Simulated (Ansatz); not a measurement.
Mulliken charges of CH₄AlFSSi, SMILES `F[SiH]1[CH2][AlH][S]1` from ωB97M-V/def2-TZVPP in Ansatz (PBE0-D4/def2-TZVP geometry).

```csv
atom,x (Å),y (Å),z (Å),charge (e)
F1,-0.269,0.857,2.270,-0.308
Si2,-0.015,0.956,0.695,0.582
C3,0.809,-0.564,0.012,-0.518
Al4,-0.760,-0.850,-1.124,0.418
S5,-1.876,0.875,-0.367,-0.299
H6,0.675,2.246,0.461,-0.049
H7,0.963,-1.328,0.780,0.128
H8,1.762,-0.382,-0.489,0.124
H9,-1.200,-1.856,-2.255,-0.078
```

By hand: the dipole of these point charges (1 e Å = 4.8032 D).

Σ q r = (0.301, -0.215, -0.468) e Å, of length 0.597 e Å = 2.87 D.

How does the dipole of the full density compare? (Best estimate.)

Ansatz gave: (0.320, -0.311, -0.310) e Å, 2.61 D; the point charges give 1.10 times that, at 18° from its direction.

Point charges leave out the atoms' own dipoles, such as those of lone pairs, and Mulliken's split depends on the basis, so the close match here is no proof of good charges.
